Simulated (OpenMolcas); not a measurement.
**Ionisation energies of lanthanum**

```yaml
Program: OpenMolcas
Basis: ANO-R2 [8s6p5d2f1g]
Scalar_Hamiltonian: X2C, finite nucleus
Spin-orbit_coupling: RASSI with atomic mean-field integrals over the reference wave functions, term energies averaged over their components
```

Active shells in each charge state: the valence d, s shells, with orbitals averaged over the low states. Where CASPT2's correlated closed shells are named, they are those of the first ion.

A. CASSCF
B. SS-CASPT2, IPEA 0.25 Eh, imaginary shift 0.1 Eh (closed shells correlated: 5s 5p)
C. MS-CASPT2, IPEA 0.25 Eh, imaginary shift 0.1 Eh (closed shells correlated: 5s 5p)
D. SS-CASPT2, IPEA 0.25 Eh, imaginary shift 0.1 Eh (closed shells correlated: 4d 5s 5p)
E. SS-CASPT2, IPEA 0 Eh, imaginary shift 0.1 Eh (closed shells correlated: 5s 5p)

Energies in eV between the lowest computed levels, named as in B; reference values from the NIST Atomic Spectra Database with their kind.

| From | To | A | B | C | D | E | Spin-orbit share in B | Reference |
| --- | --- | --- | --- | --- | --- | --- | --- | --- |
| La 5d 6s² ²D_3/2 | La+ 5d² ³F₂ | 4.703 | 5.425 | 5.484 | 5.480 | 5.537 | -0.060 | 5.577 (measured) |
| La+ 5d² ³F₂ | La2+ 5d ²D_3/2 | 10.440 | 11.109 | 11.107 | 11.115 | 11.225 | +0.007 | 11.185 (measured) |

Error against the reference values, in %:

```
From  Reference      A     B     C     D     E
  La   measured  -15.7  -2.7  -1.7  -1.7  -0.7
 La+   measured   -6.7  -0.7  -0.7  -0.6  +0.4
```

Mean absolute error over the 2 measured values: A 0.81 eV, B 0.11 eV, C 0.09 eV, D 0.08 eV, E 0.04 eV. E lies closest.

The lowest level within the active space need not be the ion's true ground level.
